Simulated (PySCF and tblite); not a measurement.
The numbers below are computed, except where a source is named.
2 diastereomers of C₆H₅ClF₈, numbered alike:

```csv
isomer,SMILES,descriptors (one enantiomer)
A,[CH3:1][C:2]([F:3])([F:4])[C@H:5]([F:6])[C:7]([F:8])([F:9])[C@:10]([F:11])([Cl:12])[CH:13]([F:14])[F:15],"5S, 10R"
B,[CH3:1][C:2]([F:3])([F:4])[C@@H:5]([F:6])[C:7]([F:8])([F:9])[C@:10]([F:11])([Cl:12])[CH:13]([F:14])[F:15],"5R, 10R"
```

Each isomer is a Boltzmann average at 298.15 K over at most 6 conformers: GFN2-xTB geometries, energies PBE0/6-31G* (D3(BJ) added where defined), GIAO shieldings PBE0/6-31G*, GFN2-xTB thermal terms. Programs: PySCF with density fitting and tblite.

**Question.** What shifts does each isomer give (ppm)?

**Answer.** 
A: ¹H (against TMS): 6.48 (H13, 1H), 5.18 (H5, 1H), 1.75 (H1, 3H). ¹³C (against TMS): 120.0 (C2), 116.7 (C7), 113.6 (C10), 109.8 (C13), 87.4 (C5), 20.6 (C1). ¹⁹F (against CFCl3): -111.1 (F4), -118.1 (F3), -134.5 (F15), -134.7 (F8), -136.8 (F9), -145.3 (F14), -151.5 (F11), -219.3 (F6).

B: ¹H (against TMS): 6.46 (H13, 1H), 5.28 (H5, 1H), 1.73 (H1, 3H). ¹³C (against TMS): 120.0 (C2), 115.7 (C7), 114.2 (C10), 110.7 (C13), 87.8 (C5), 20.7 (C1). ¹⁹F (against CFCl3): -112.6 (F3), -119.0 (F4), -128.2 (F9), -137.0 (F8), -140.8 (F14), -141.2 (F15), -151.5 (F11), -219.8 (F6).

The conformer set may be incomplete (the search or the number kept was capped). Unscaled ¹⁹F shifts at such levels can be off by tens of ppm; differences between conformers or isomers are more reliable. Shifts are unscaled: against experiment ¹³C can be off by 15 ppm or more and ¹H by 0.8 ppm. At least one structure keeps an imaginary mode at the tight-binding level.
